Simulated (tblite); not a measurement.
Potential energy surface of Cl₂Ge, singlet: map of symmetric stretch and bend. Scanned: Ge-Cl bond length and Cl-Ge-Cl angle.

Cartesian coordinates as functions of the variables (Å; names that start with a are angles):
```
Ge  0  0  0
Cl  r*sin(a/2)  0  r*cos(a/2)
Cl  -r*sin(a/2)  0  r*cos(a/2)
```

Method: GFN2-xTB, 300 K electronic temperature run with tblite.

Energy in kcal/mol above the lowest grid point; x is the Ge-Cl bond length (Å), y the Cl-Ge-Cl angle (°).

| y \ x | 1.86 | 2 | 2.11 | 2.22 | 2.33 | 2.44 | 2.55 | 2.66 | 2.77 | 2.88 | 2.96 |
|---|---|---|---|---|---|---|---|---|---|---|---|
| 180 | 123.3 | 67.2 | 44.5 | 33.7 | 31.2 | 34.7 | 42.5 | 53.3 | 66.1 | 80.0 | 90.3 |
| 173.95 | 120.7 | 65.8 | 43.6 | 33.1 | 30.8 | 34.4 | 42.3 | 53.1 | 66.0 | 79.9 | 90.2 |
| 165.32 | 110.2 | 59.7 | 39.5 | 30.2 | 28.7 | 32.9 | 41.2 | 52.3 | 65.4 | 79.4 | 89.8 |
| 156.68 | 96.3 | 51.0 | 33.3 | 25.7 | 25.4 | 30.5 | 39.4 | 51.0 | 64.4 | 78.7 | 89.3 |
| 148.04 | 82.2 | 41.3 | 26.2 | 20.5 | 21.5 | 27.5 | 37.2 | 49.4 | 63.2 | 77.8 | 88.5 |
| 139.41 | 69.1 | 32.0 | 19.1 | 15.1 | 17.4 | 24.4 | 34.8 | 47.6 | 61.9 | 76.8 | 87.7 |
| 130.77 | 57.9 | 23.5 | 12.5 | 10.0 | 13.5 | 21.4 | 32.5 | 45.9 | 60.6 | 75.8 | 86.9 |
| 122.14 | 48.9 | 16.5 | 7.0 | 5.6 | 10.1 | 18.8 | 30.5 | 44.3 | 59.4 | 75.0 | 86.3 |
| 113.50 | 42.6 | 11.3 | 2.7 | 2.3 | 7.4 | 16.7 | 28.9 | 43.2 | 58.6 | 74.5 | 86.0 |
| 104.86 | 39.5 | 8.4 | 0.2 | 0.2 | 5.9 | 15.6 | 28.2 | 42.7 | 58.4 | 74.4 | 86.0 |
| 96.23 | 40.9 | 8.5 | 0.0 | 0.0 | 5.8 | 15.6 | 28.4 | 43.1 | 58.9 | 75.0 | 86.7 |
| 85 | 53.8 | 16.2 | 5.3 | 3.9 | 8.9 | 18.4 | 30.8 | 45.3 | 61.0 | 77.1 | 88.7 |

Points that lie below all their neighbours on the grid: x = 2.11, y = 96.23 (0.0 kcal/mol).
